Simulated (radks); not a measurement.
Tb18+, configuration [Kr] 4d10 4f1. All-electron calculation, Dirac Kohn-Sham, BLYP, spin-unpolarised, spherical densities, finite nucleus; open shells fill j = l - 1/2 first; Fermi nuclear charge, rms radius 5.06 fm. Program: a radial shooting solver on a logarithmic mesh with Libxc functionals. Some entries of the table are withheld. Estimate them.

orbital,occ.,eigenvalue (hartree),<r^2> (bohr^2)
1s1/2,2,-1919.956,0.0006316
2s1/2,2,-331.7482,0.009833
2p1/2,2,(1),0.007126
2p3/2,4,(2),0.008358
3s1/2,2,-86.42367,0.06524
3p1/2,2,-79.61784,0.06065
3p3/2,4,-73.94218,0.06758
3d3/2,4,-62.20295,(3)
3d5/2,6,-60.96667,(4)
4s1/2,2,-29.37279,0.3096
4p1/2,2,-26.65430,0.3193
4p3/2,4,-25.25746,0.3497
4d3/2,4,-20.73417,0.3707
4d5/2,6,-20.46108,0.3805
4f5/2,1,(5),0.4009
4f7/2,0,(6),0.4051
5s1/2,0,-13.94245,(7)
5p1/2,0,-12.87127,1.254
5p3/2,0,-12.44729,1.343

Answer. 
(1) 2p1/2 eigenvalue (hartree): -316.0901
(2) 2p3/2 eigenvalue (hartree): -288.6539
(3) 3d3/2 <r^2> (bohr^2): 0.05375
(4) 3d5/2 <r^2> (bohr^2): 0.05568
(5) 4f5/2 eigenvalue (hartree): -14.97435
(6) 4f7/2 eigenvalue (hartree): -14.91943
(7) 5s1/2 <r^2> (bohr^2): 1.164
